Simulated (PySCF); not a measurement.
W(O)(NH)(OH)(NH2) (H4N2O2W), SMILES [O]=[W](=[NH])([NH2])[OH], multiplicity 1. Atoms are numbered in the order given.

```xyz
9

W      0.0395     0.0073    -0.0089
O      1.6114     0.2251     0.6315
N      0.0434    -0.9188    -1.5019
H      0.5937    -1.4013    -2.2076
O     -0.7479     1.7094    -0.3186
H     -1.2183     1.9711    -1.1159
N     -1.0038    -1.0480     1.2484
H     -0.8809    -0.9862     2.2556
H     -1.5994    -1.8314     1.0011
```
Charge 0, spin multiplicity 1.

Geometry: PBE0-D3(BJ)/def2-SVP. The multiplicity is an assumed one; no other spin state was optimised. The structure was generated by enumeration; whether it is a known compound was not checked. The def2 effective core potentials stand for the cores of W; spin–orbit coupling is left out. Other conformers were not sampled.

Computed with B3LYP/def2-TZVP (PySCF).

The molecule is in vacuum.

```yaml
total_energy: -329.75980 hartree
highest_occupied_level: -7.60 eV
lowest_empty_level: -1.10 eV
orbital_gap: 6.50 eV
dipole_moment: 3.12 D
quadrupole, principal values (traceless, Buckingham form, about the centre of nuclear charge): -9.56, -1.13, 10.69 D·Å
mean_static_polarisability: 59.4 bohr³ (8.80 Å³)
polarisability_principal_values: 54.6, 58.6, 64.9 bohr³
```
